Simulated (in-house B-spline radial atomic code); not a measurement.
A run on Kr⁺ (an excited or competing configuration) that did not converge. Method: scalar-relativistic (X2C) wB97X, spin-polarised, spherical fractional occupations, exact exchange averaged over the configuration, Fermi nucleus of rms radius 4.1884 fm; computed with a B-spline radial code for spherical atoms.

Command:
```bash
python run_scf.py task.json out
```
Settings (nuclear radius in fm, mass in u):
```
Z                36
configuration    [Ne] 3s2 3p5 3d10 4s2 4p5 5d1
hamiltonian      x2c
method           wb97x
spin_polarised   True
nucleus          fermi
rms_radius       4.1884
atomic_mass      83.9115
speed_of_light   137.035999084
exact_exchange   averaged over the configuration
```

First and last ten iterations of the last attempt (damped for 15 steps, keeping 80 % of the old Fock matrix, then DIIS):
```
 iter        energy (Eh)    residual
    1       -2779.198155    6.37e-01
    2       -2779.729117    2.76e-01
    3       -2780.655047    2.17e-01
    4       -2781.177773    1.54e-01
    5       -2781.446692    1.31e-01
    6       -2781.571579    1.19e-01
    7       -2781.625949    1.06e-01
    8       -2781.649008    9.63e-02
    9       -2781.658700    9.07e-02
   10       -2781.662749    8.53e-02
  111       -2781.660920    1.66e-06
  112       -2781.660920    1.22e-06
  113       -2781.660920    1.75e-06
  114       -2781.660920    1.78e-06
  115       -2781.660920    2.63e-06
  116       -2781.660920    1.57e-06
  117       -2781.660920    9.69e-07
  118       -2781.660920    8.35e-07
  119       -2781.660920    1.76e-06
  120       -2781.660920    4.38e-06
 not converged after 120 iterations
```

The smallest residual met was 7.8e-07; the threshold is about 4e-07. Over the last five steps the energy moves by less than 1e-08 hartree, but the orbitals didn't meet the threshold. Time taken, with all properties: 42 s on 1 thread of Arm Neoverse N1 (shared host).
